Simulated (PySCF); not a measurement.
# Assignment exercise: C4H5F3OSi

Numbering as in the mapped SMILES `[CH2:1]=[C:2]1[SiH2:3][C@H:4]1[O:5][C:6]([F:7])([F:8])[F:9]`. Hydrogens are named by the atom that carries them. Ha(Si3) is cis to O5 on the ring; Ha(C1) is cis to Si3; Hb(Si3) is trans to O5 on the ring; Hb(C1) is trans to Si3.

All values are calculated (PySCF 2.14.0 with density-fitted response routines): geometry: GFN2-xTB, GIAO PBE0/pcSseg-1 shieldings. In vacuum, no relativistic terms, a single conformation, rapidly exchanging positions averaged.

References, each an isolated molecule treated in the same way: $^{13}$C and $^{1}$H against TMS.

Problem. Assign these signals to the numbered atoms. $^{13}$C{$^{1}$H} NMR (computed): δ 142.8 (CH2), 141.2 (C), 132.0 (C), 58.2 (CH).

Solution. 
142.8 → C1, terminal =CH2 carbon: the olefinic region
141.2 → C2, fully substituted alkene carbon: the olefinic region
132.0 → C6, CF3 carbon: 4 electronegative neighbours deshield it
58.2 → C4, three-membered-ring carbon: the inductive effect lowers its shielding

C1 and C2 lie closer than the usual error of such a calculation, so a measured spectrum could show them in the other order.

Problem. Assign these signals to the numbered atoms. $^{1}$H NMR (500 MHz, computed): δ 7.26 (br s, 1H), 6.96 (br s, 1H), 4.63 (m, 1H), 3.71 (m, 1H), 3.60 (m, 1H).

Solution. 
7.26 → Hb(C1), hydrogen on a terminal =CH2 carbon: attached to an sp2 carbon and in the plane of the double bond
6.96 → Ha(C1), hydrogen on a terminal =CH2 carbon
4.63 → H(C4), hydrogen on a three-membered-ring carbon: its carbon carries O, which withdraws density
3.71 → Ha(Si3), hydrogen on a silicon bonded to 2 C, in a 3-membered ring
3.60 → Hb(Si3), hydrogen on a silicon bonded to 2 C, in a 3-membered ring

Ha(Si3) and Hb(Si3) lie closer than the usual error of such a calculation, so a measured spectrum could show them in the other order.

Splittings by $^{19}$F in the carbon and heteronuclear signals aren't shown, as no couplings were computed. Shifts are as computed. Against solution values, carbons near 30 ppm lie about +3 ppm off and those near 130 ppm about +5 ppm. Of 1309 compounds with measured shifts, 239 miss one by over three times the rms of a fit or turn the order of signals round; such compounds aren't used in these exercises. Multiplicities follow the n + 1 count of equivalent neighbours, as no J values were calculated; m marks all less simple cases, F and P coupling included.
